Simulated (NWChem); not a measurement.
Species: GeH₄SeS; SMILES [Se](S)[GeH3]

```xyz
7

Se     0.7992    -0.6351     0.0090
S     -1.0819    -1.8215    -0.0674
H     -1.2697    -1.9266     1.2696
Ge    -0.2349     1.4960    -0.0017
H      0.9101     2.5271     0.0124
H     -1.0892     1.6412    -1.2703
H     -1.1085     1.6402     1.2561
```
Atoms are numbered in this order, from 1.

Results from NWChem. The geometry was optimised at PBE0/def2-SVP. GIAO values for the isolated, static molecule; σ is the absolute isotropic shielding, δ = σ(reference) − σ with the isolated reference molecule computed at the same levels (1H: tetramethylsilane). Spin-orbit effects, on the heavy nuclei and on their neighbours, are missing.

### Question
What does the run give for PBE/pcSseg-1? Quantities: σ Se1 (ppm); σ S2 (ppm); δ H3 (ppm); σ Ge4 (ppm); δ H5 (rotor mean) (ppm).

### Answer
The σ Se1 (ppm) comes out as 1656.7. The σ S2 (ppm) comes out as 581.4 and the δ H3 (ppm) comes out as 2.59. The σ Ge4 (ppm) is 1421.5 and the δ H5 (rotor mean) (ppm) is 4.88.
